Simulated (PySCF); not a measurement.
**Multinuclear NMR of C7H12Si**

Structure with atom numbers: `[CH3:1][CH:2]([CH3:3])[C:4]1=[CH:5][SiH2:6][CH:7]=[CH:8]1`; H(Xn) means a hydrogen on atom n.

PySCF 2.14 calculation with σ from GIAO-PBE0/pcSseg-1 and GFN2-xTB geometry; single conformer, gas phase, averaged over atoms made equivalent by symmetry, fast rotation or ring inversion, non-relativistic.

**Question.** What are the $^{29}$Si shifts?

**Answer.** 
| atoms | environment | σ (ppm) | δ (ppm) |
| --- | --- | --- | --- |
| Si6 | silicon bonded to 2 C, 2 H, in a 5-membered ring | 394.8 | -44.5 |

Shieldings were converted by a linear fit to measured shifts: $^{29}$Si: δ = 279.94 − 0.822σ (rms 8.9 ppm, 72 shifts, 25.8 ppm with the 6 outliers that the fit left out vs TMS, solution or neat liquid). Occasional misses reach two or three times the rms, and more in compound classes unlike the fitted ones.

On a 600 MHz spectrometer $^{29}$Si resonates near 119.2 MHz, so 1 ppm is 119.2 Hz.
